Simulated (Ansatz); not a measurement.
Reaction (ligand exchange at the Si–C bond): `CC([SiH3])(Cl)Cl` + `[OH][Sc]([F])[F]` → `[F][Sc]([F])[O][SiH3]` + `CC(Cl)Cl`

Computed with Ansatz on PBE0-D4/def2-TZVP structures; ΔE is electronic, products minus reactants. CBS: MP2 limit from def2 TZ/QZ plus the TZ coupled-cluster correction, frozen cores. DFT in def2-TZVPP. B3LYP here is the variant with VWN-RPA as its local correlation; programs differ in this. For Sc outer-core shells are correlated without core-valence functions, which leaves a few kJ/mol of doubt a bond. Scalar relativity is left out up to krypton. One conformer a species, not always the lowest.

(1) Is it downhill or uphill in electronic energy at CCSD(T)/CBS, and by how much? (Estimate.)

(2) What do these levels give: B3LYP-D4, r2SCAN0-D4, ωB97X-V, BLYP, BHLYP, CCSD/def2-SVP, HF/def2-TZVPP, MP2/def2-TZVPP, CCSD/def2-TZVPP, HF/def2-QZVPP, MP2/def2-QZVPP, MP2/CBS(def2)? (Best estimate.)

Largest T1 diagnostic among the species: 0.017.

Results:

(1) The calculation gave: Downhill: ΔE = -1.27 eV.

(2) The calculation gave: B3LYP-D4 -1.26, r2SCAN0-D4 -1.29, ωB97X-V -1.25, BLYP -1.34, BHLYP -1.45, CCSD/def2-SVP -1.28, HF/def2-TZVPP -1.61, MP2/def2-TZVPP -1.24, CCSD/def2-TZVPP -1.32, HF/def2-QZVPP -1.64, MP2/def2-QZVPP -1.25, MP2/CBS(def2) -1.24 eV.

From BLYP to BHLYP (50 % exact exchange), in def2-TZVPP and without D4, ΔE moves by −0.11 eV. The D4 term adds +0.11 eV with B3LYP and +0.06 eV with PBE0; it sums over pairs of atoms, weighted by their polarisabilities, and B3LYP, whose exchange is more repulsive, gets the larger term. Leaving LDA and LC-ωPBE aside and taking each functional with its dispersion term where it has one, the values, not all of them listed here, spread over 0.27 eV, from BHLYP-D4 to revPBE-D4. LDA lies +0.11 eV from PBE without D4.
